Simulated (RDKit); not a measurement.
A run for RDKit: MMFF94 on CHN (SMILES C#N).

```python
from rdkit import Chem
from rdkit.Chem import AllChem, rdDetermineBonds

blocks = [
'''3

C    -0.45315343   -0.44648142    3.89856345
N    -0.15173478    0.15290890    4.82797251
H    -0.73008385   -0.99788362    3.02760775
''',
]
mol = None
for b in blocks:
    f = Chem.MolFromXYZBlock(b)
    rdDetermineBonds.DetermineBonds(f, charge=0)
    mol = f if mol is None else Chem.CombineMols(mol, f)
Chem.SanitizeMol(mol)
print(Chem.MolToSmiles(Chem.RemoveHs(mol)))
ff = AllChem.MMFFGetMoleculeForceField(mol, AllChem.MMFFGetMoleculeProperties(mol), nonBondedThresh=100.0, ignoreInterfragInteractions=False)
e = ff.CalcEnergy()
print(f'MMFF94 energy {e:.6f} kcal/mol')
```

It printed:

```
C#N
MMFF94 energy 0.235464 kcal/mol
```

The run finished.

Cost: around 0.05 core-seconds (rough).
